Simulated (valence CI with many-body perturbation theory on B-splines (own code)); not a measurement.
# Which ion has this spectrum?

A relativistic CI+MBPT calculation for an atom or ion with 31 electrons gives these levels (× 10³ cm⁻¹):

```csv
J,Parity,E,g
1/2,odd,0.00,0.66
1/2,even,930.41,2.14
3/2,odd,1283.8,1.33
3/2,even,2088.4,1.65
5/2,even,2167.1,1.35
3/2,even,2276.0,0.99
1/2,even,2295.2,1.26
3/2,even,2788.4,0.81
5/2,even,3038.9,1.21
3/2,odd,3204.0,1.32
5/2,even,3431.6,1.42
3/2,odd,3520.8,0.50
1/2,even,3577.5,1.92
5/2,odd,3591.0,1.03
```

The energies are calculated, and their last digits are not significant.

**Question.** Which is it?
A. Pb51+
B. Tl50+
C. Hg49+
D. Bi52+

**Answer.** B. Tl50+, ground level (4s^2 4p1/2) J=1/2.
